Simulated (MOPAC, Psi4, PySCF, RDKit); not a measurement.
Internal rotation in C2H7ClSi, SMILES [SiH3]CCCl. Scanned: dihedral Si1–C2–C3–Cl4; all other coordinates were relaxed at GFN2-xTB. Points at φ and −φ are mirror images.

Atom numbering (GFN2-xTB optimised geometry, Å):
```
11

Si    -1.3604     0.6101    -0.0148
C      0.0365    -0.6345    -0.4035
C      1.3239    -0.3301     0.3320
Cl     1.8505     1.3432     0.0092
H     -2.6147    -0.0019    -0.4589
H     -1.3927     0.8247     1.4329
H     -1.1401     1.8660    -0.7241
H     -0.2692    -1.6454    -0.1275
H      0.2303    -0.6478    -1.4769
H      1.1910    -0.4060     1.4114
H      2.1449    -0.9782     0.0202
```

Levels: RHF/3-21G = restricted Hartree-Fock/3-21G // GFN2-xTB (PySCF 2.14.0); UFF // GFN2-xTB (RDKit); PM6, restricted, heats of formation // GFN2-xTB (MOPAC); RKS-B3LYP/LANL2DZ = restricted B3LYP/LANL2DZ, with its core potentials past Ne // GFN2-xTB in PySCF 2.14.0; PM7, restricted, heats of formation // GFN2-xTB (MOPAC); MP2/cc-pVTZ = Psi4 with DF-MP2 (frozen core)/cc-pVTZ // GFN2-xTB.

Energies in kcal/mol, each method relative to its own lowest point.

```
φ / °  RHF/3-21G   UFF  PM6  RKS-B3LYP/LANL2DZ  PM7  MP2/cc-pVTZ
-----  ---------  ----  ---  -----------------  ---  -----------
-160         1.0   1.0  0.4                0.9  2.3          0.8
-140         3.3   3.2  1.2                2.9  3.3          2.8
-120         4.8   4.3  1.8                4.4  3.5          4.2
-100         4.1   3.1  1.7                3.8  2.6          3.3
-80          2.4   1.3  1.4                2.3  1.1          1.5
-60          1.5   1.6  1.5                1.9  0.1          0.7
-40          3.0   5.9  1.7                3.6  0.0          1.7
-20          5.3  10.7  1.8                5.9  0.2          3.8
0            6.2  12.6  1.9                6.8  0.4          4.8
20           5.3  10.7  1.8                5.9  0.2          3.8
40           3.0   5.9  1.7                3.6  0.0          1.7
60           1.5   1.6  1.5                1.9  0.1          0.7
80           2.4   1.3  1.4                2.3  1.1          1.5
100          4.1   3.1  1.7                3.8  2.6          3.3
120          4.8   4.3  1.8                4.4  3.5          4.2
140          3.3   3.2  1.2                2.9  3.3          2.8
160          1.0   1.0  0.4                0.9  2.3          0.8
180          0.0   0.0  0.0                0.0  1.8          0.0
```

Root-mean-square difference from the MP2/cc-pVTZ profile, itself a level with limits, after the best constant shift (kcal/mol): RHF/3-21G 0.5, UFF 2.7, PM6 1.1, RKS-B3LYP/LANL2DZ 0.8, PM7 1.7.
